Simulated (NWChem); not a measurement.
System: DMF (C₃H₇NO); SMILES CN(C)C=O

Input file for NWChem:

```
start job
memory heap 200 mb stack 900 mb global 1100 mb
geometry units angstroms
  C      0.770340    -1.573301    -0.000429
  N      0.020792    -0.348584    -0.000298
  C     -1.416901    -0.426626    -0.001417
  C      0.632826     0.867050    -0.000068
  O      0.073174     1.939010    -0.000625
  H      1.846769    -1.348768     0.002293
  H      0.544804    -2.185765     0.890403
  H      0.548836    -2.183415    -0.893922
  H     -1.810599     0.597903    -0.000991
  H     -1.785763    -0.956809    -0.896354
  H     -1.787028    -0.958941     0.891651
  H      1.746020     0.766643     0.000784
end
basis spherical
  * library def2-svp
end
dft
  xc slater vwn_5
  iterations 150
end
driver
  maxiter 120
end
task dft optimize
task dft freq
```

Output (shortened):

```
             Northwest Computational Chemistry Package (NWChem) 7.3.0
             --------------------------------------------------------

 CS  symmetry detected

                             Geometry "geometry" -> ""
                             -------------------------

 Output coordinates in angstroms (scale by  1.889725989 to convert to a.u.)

  No.       Tag          Charge          X              Y              Z
 ---- ---------------- ---------- -------------- -------------- --------------
    1 C                    6.0000     0.77651732    -1.57099537     0.00000000
    2 N                    7.0000     0.02310452    -0.34865219     0.00000000
    3 C                    6.0000    -1.41433519    -0.43123531     0.00000000
    4 C                    6.0000     0.63129546     0.86890908     0.00000000
    5 O                    8.0000     0.06825983     1.93909584     0.00000000
    6 H                    1.0000     1.85223305    -1.34306308     0.00000000
    7 H                    1.0000     0.55492870    -2.18298746     0.89216356
    8 H                    1.0000     0.55492870    -2.18298746    -0.89216356
    9 H                    1.0000    -1.81126728     0.59204496     0.00000000
   10 H                    1.0000    -1.78215016    -0.96364889    -0.89400277
   11 H                    1.0000    -1.78215016    -0.96364889     0.89400277
   12 H                    1.0000     1.74480138     0.77201904     0.00000000

 Effective nuclear repulsion energy (a.u.)     182.0679011491

      Symmetry information
      --------------------

 Group name             Cs
 Group number              2
 Group order               2
 No. of unique centers    10

                                Z-matrix (autoz)
                                --------

 Units are Angstrom for bonds and degrees for angles

      Type          Name      I     J     K     L     M      Value
      ----------- --------  ----- ----- ----- ----- ----- ----------
    1 Stretch                  1     2                       1.43588
    2 Stretch                  1     6                       1.09960
    3 Stretch                  1     7                       1.10435
    4 Stretch                  1     8                       1.10435
    5 Stretch                  2     3                       1.43981
    6 Stretch                  2     4                       1.36101
    7 Stretch                  3     9                       1.09757
    8 Stretch                  3    10                       1.10363
    9 Stretch                  3    11                       1.10363
   10 Stretch                  4     5                       1.20926
   11 Stretch                  4    12                       1.11771
   12 Bend                     1     2     3               118.36022
   13 Bend                     1     2     4               121.80882
   14 Bend                     2     1     6               109.68494
   15 Bend                     2     1     7               111.49804
   16 Bend                     2     1     8               111.49804
   17 Bend                     2     3     9               107.91324
   18 Bend                     2     3    10               111.12475
   19 Bend                     2     3    11               111.12475
   20 Bend                     2     4     5               125.70786
   21 Bend                     2     4    12               111.56987
   22 Bend                     3     2     4               119.83096
   23 Bend                     5     4    12               122.72227
   24 Bend                     6     1     7               108.12935
   25 Bend                     6     1     8               108.12935
   26 Bend                     7     1     8               107.77516
   27 Bend                     9     3    10               109.22265
   28 Bend                     9     3    11               109.22265
   29 Bend                    10     3    11               108.20332
   30 Torsion                  1     2     3     9         180.00000
   31 Torsion                  1     2     3    10         -60.27534
   32 Torsion                  1     2     3    11          60.27534
   33 Torsion                  1     2     4     5         180.00000
   34 Torsion                  1     2     4    12           0.00000
   35 Torsion                  3     2     1     6         180.00000
   36 Torsion                  3     2     1     7         -60.25792
   37 Torsion                  3     2     1     8          60.25792
   38 Torsion                  3     2     4     5           0.00000
   39 Torsion                  3     2     4    12         180.00000
   40 Torsion                  4     2     1     6           0.00000
   41 Torsion                  4     2     1     7         119.74208
   42 Torsion                  4     2     1     8        -119.74208
   43 Torsion                  4     2     3     9           0.00000
   44 Torsion                  4     2     3    10         119.72466
   45 Torsion                  4     2     3    11        -119.72466

                           NWChem Geometry Optimization
                           ----------------------------

[...]

      ----------------------
      Optimization converged
      ----------------------

  Step       Energy      Delta E   Gmax     Grms     Xrms     Xmax
  ---- ---------------- -------- -------- -------- -------- --------
@    5    -246.24873729 -1.4D-08  0.00003  0.00001  0.00010  0.00023
                                     ok       ok       ok       ok

                                Z-matrix (autoz)
                                --------

 Units are Angstrom for bonds and degrees for angles

[...]

 Rotational Constants
 --------------------
 A=   0.303053 cm-1  (  0.436016 K)
 B=   0.141656 cm-1  (  0.203807 K)
 C=   0.100290 cm-1  (  0.144291 K)

 Temperature                      =   298.15K
 frequency scaling parameter      =   1.0000

 Zero-Point correction to Energy  =   62.141 kcal/mol  (  0.099028 au)
 Thermal correction to Energy     =   65.879 kcal/mol  (  0.104986 au)
 Thermal correction to Enthalpy   =   66.472 kcal/mol  (  0.105929 au)

 Total Entropy                    =   74.923 cal/mol-K
   - Translational                =   38.765 cal/mol-K (mol. weight =  73.0528)
   - Rotational                   =   25.419 cal/mol-K (symmetry #  =        1)
   - Vibrational                  =   10.740 cal/mol-K

 Cv (constant volume heat capacity) =   20.232 cal/mol-K
   - Translational                  =    2.979 cal/mol-K
   - Rotational                     =    2.979 cal/mol-K
   - Vibrational                    =   14.273 cal/mol-K

[normal modes left out]

 ----------------------------------------------------------------------------
 Normal Eigenvalue ||           Projected Infra Red Intensities
  Mode   [cm**-1]  || [atomic units] [(debye/angs)**2] [(KM/mol)] [arbitrary]
 ------ ---------- || -------------- ----------------- ---------- -----------
    1       -0.000 ||    0.000005           0.000         0.005       0.002
    2       -0.000 ||    0.000328           0.008         0.320       0.122
    3       -0.000 ||    0.002057           0.047         2.006       0.763
    4        0.000 ||    0.002580           0.060         2.515       0.956
    5        0.000 ||    0.001800           0.042         1.755       0.667
    6        0.000 ||    0.001680           0.039         1.638       0.623
    7      170.175 ||    0.000072           0.002         0.070       0.027
    8      208.925 ||    0.000030           0.001         0.030       0.011
    9      249.704 ||    0.001197           0.028         1.167       0.444
   10      319.190 ||    0.013192           0.304        12.860       4.891
   11      363.953 ||    0.011910           0.275        11.611       4.415
   12      378.717 ||    0.001900           0.044         1.853       0.705
   13      668.528 ||    0.006881           0.159         6.707       2.551
   14      904.101 ||    0.001093           0.025         1.065       0.405
   15      974.275 ||    0.000016           0.000         0.016       0.006
   16     1023.880 ||    0.000682           0.016         0.665       0.253
   17     1061.928 ||    0.089524           2.065        87.273      33.190
   18     1063.739 ||    0.000230           0.005         0.224       0.085
   19     1119.504 ||    0.000317           0.007         0.309       0.117
   20     1290.419 ||    0.007193           0.166         7.012       2.667
   21     1323.201 ||    0.034786           0.803        33.911      12.896
   22     1360.862 ||    0.022067           0.509        21.512       8.181
   23     1365.597 ||    0.008928           0.206         8.704       3.310
   24     1367.382 ||    0.007475           0.172         7.287       2.771
   25     1378.236 ||    0.014229           0.328        13.871       5.275
   26     1395.312 ||    0.021157           0.488        20.625       7.844
   27     1406.493 ||    0.029662           0.684        28.916      10.996
   28     1482.760 ||    0.059127           1.364        57.640      21.920
   29     1822.108 ||    0.385838           8.902       376.134     143.043
   30     2823.443 ||    0.102459           2.364        99.882      37.985
   31     2922.231 ||    0.047842           1.104        46.638      17.736
   32     2931.797 ||    0.046168           1.065        45.006      17.116
   33     2990.381 ||    0.030965           0.714        30.186      11.480
   34     3009.792 ||    0.010632           0.245        10.364       3.941
   35     3048.398 ||    0.004312           0.099         4.204       1.599
   36     3064.068 ||    0.002717           0.063         2.649       1.007
 ----------------------------------------------------------------------------
```

Level: LDA (Slater exchange, VWN5)/def2-SVP.
